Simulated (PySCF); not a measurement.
Compound: C5H6F2O.
Numbering: `[F:1][CH2:2][O:3][C:4]1=[CH:5][CH2:6][C@H:7]1[F:8]` (hydrogens: H9, H10 on C2; H11 on C5; H12, H13 on C6; H14 on C7)

Structure optimised with GFN2-xTB, isolated species.

Question: Give the optimised bond lengths and angles.

Answer: 
| bond | length (pm) | order |
| --- | --- | --- |
| F1–C2 | 137.4 | single |
| C2–O3 | 137.6 | single |
| O3–C4 | 136.0 | single |
| C4=C5 | 133.2 | double |
| C5–C6 | 151.0 | single |
| C6–C7 | 154.9 | single |
| C7–F8 | 137.6 | single |
| C4–C7 | 150.9 | single |
| C2–H9 | 110.0 | single |
| C2–H10 | 109.5 | single |
| C5–H11 | 107.1 | single |
| C6–H12 | 108.8 | single |
| C6–H13 | 108.8 | single |
| C7–H14 | 109.4 | single |

Orders are formal, as drawn. A selection of angles:
| angle | degrees |
| --- | --- |
| F1–C2–O3 | 110.6 |
| F1–C2–H9 | 106.2 |
| F1–C2–H10 | 107.2 |
| O3–C2–H9 | 113.5 |
| O3–C2–H10 | 107.4 |
| H9–C2–H10 | 111.7 |
| C2–O3–C4 | 116.1 |
| O3–C4–C5 | 133.9 |
| O3–C4–C7 | 131.7 |
| C5–C4–C7 | 94.3 |
| C4–C5–C6 | 93.9 |
| C4–C5–H11 | 134.2 |
| C6–C5–H11 | 131.9 |
| C5–C6–C7 | 86.0 |
| C5–C6–H12 | 115.0 |
| C5–C6–H13 | 116.3 |
| C7–C6–H12 | 112.9 |
| C7–C6–H13 | 115.0 |
| H12–C6–H13 | 109.9 |
| C6–C7–F8 | 114.8 |
| C6–C7–H14 | 116.4 |
| F8–C7–H14 | 106.8 |
| C4–C7–C6 | 85.7 |
| C4–C7–F8 | 115.9 |
| C4–C7–H14 | 116.5 |

Dihedral angles: F1–C2–O3–C4 -72° (synclinal); C2–O3–C4–C5 175° (antiperiplanar); O3–C4–C5–C6 179° (antiperiplanar); C4–C5–C6–C7 2° (synperiplanar); C5–C6–C7–F8 -119° (anticlinal); O3–C4–C7–C6 -179° (antiperiplanar).

O3 (ether oxygen) is bent (angle 116.1°). Of the pairs four or more bonds apart, C7···H9 is among the closest relative to their van der Waals radii: 2.76 Å, 95 % of the sum of Bondi's values. The 4-membered ring C4–C5–C6–C7 has internal angles of 85.7° to 94.3°; it is almost planar, 0.01 Å rms from its mean plane, widest ring torsion 2°. The 4 C–C bonds span 1.332 Å (C4=C5, drawn double) to 1.549 Å (C6–C7, drawn single), a spread of 0.217 Å.

Point group: C1 (no symmetry element, even within 0.4 Å). No GFN2-xTB frequencies stand behind this structure, so it isn't proved a minimum. The numbers are those of one conformer.

The numbers are calculated, not measured.
